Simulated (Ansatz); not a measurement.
System: FeCl2, charge 0, multiplicity 5. The spin state was set by rule; other spins were not relaxed. 
Structure (B3LYP-D3(BJ)/def2-TZVP (Ansatz, a quantum-chemistry and plane-wave program) minimum search):
```xyz
3

Fe     0.0000     0.0000     0.0000
Cl     0.0000     0.0000    -2.1444
Cl     0.0000     0.0000     2.1444
```
Charge 0, spin multiplicity 5.

Total electronic energies in hartree. Correlated levels leave the core frozen unless marked. UHF or UKS for open shells. No spin-orbit coupling. Frozen are the shells of the preceding noble gas and the d and f shells that filled before the atom's block. No relativistic terms. CBS marks a two-point X^-3 extrapolation of the correlation energy; Hartree-Fock from the larger set. The bracket is a focal-point correction in the basis named.

| level | program | energy (Eh) |
|---|---|---|
| HF/def2-TZVPPD | Ansatz | -2181.61935 |
| HF/def2-QZVPPD | Ansatz | -2181.67062 |
| RI-HF/def2-QZVPPD | Ansatz | -2181.67052 |
| revPBE/def2-TZVPD | Ansatz | -2183.99909 |
| r2SCAN-D3(BJ)/def2-TZVPD | Ansatz + dftd3 | -2184.19273 |
| r2SCAN-D4/def2-TZVPD | Ansatz + dftd4 | -2184.19262 |
| B3LYP/def2-TZVPD | Ansatz | -2184.33091 |
| PBE0/def2-SVP | Ansatz | [?] |
| PBE0-D3(BJ)/def2-TZVP | Ansatz + dftd3 | -2183.74406 |
| PBE0-D4/def2-TZVPD | Ansatz + dftd4 | -2183.74616 |
| BHLYP-D4/def2-TZVPD | Ansatz + dftd4 | -2184.24637 |
| HSE06-D3(BJ)/def2-TZVPD | Ansatz + dftd3 | -2183.72485 |
| HSE06-D4/def2-TZVPD | Ansatz + dftd4 | -2183.72483 |
| LC-wPBE-D4/def2-TZVPD | Ansatz + dftd4 | -2183.82179 |
| MP2/STO-3G | Ansatz | -2158.36960 |
| MP2/def2-SVPD | Ansatz | -2181.55831 |
| RI-MP2/def2-QZVPP | Ansatz | -2182.29192 |
| SCS-MP2/def2-SVP | Ansatz | -2181.46401 |
| SCS-MP2/def2-TZVPP | Ansatz | -2182.13306 |
| CCSD/STO-3G | Ansatz | -2158.38714 |
| CCSD/def2-SVP | Ansatz | -2181.53182 |
| CCSD(T)/6-31G | Ansatz | -2181.53740 |
| RI-MP2/CBS(def2-TZVPPD,def2-QZVPPD)+[CCSD(T)-MP2]/def2-TZVPPD | Ansatz | -2182.3929 |

Question: Complete the blanks.

Answer: 
- PBE0/def2-SVP, energy (Eh): -2183.24197
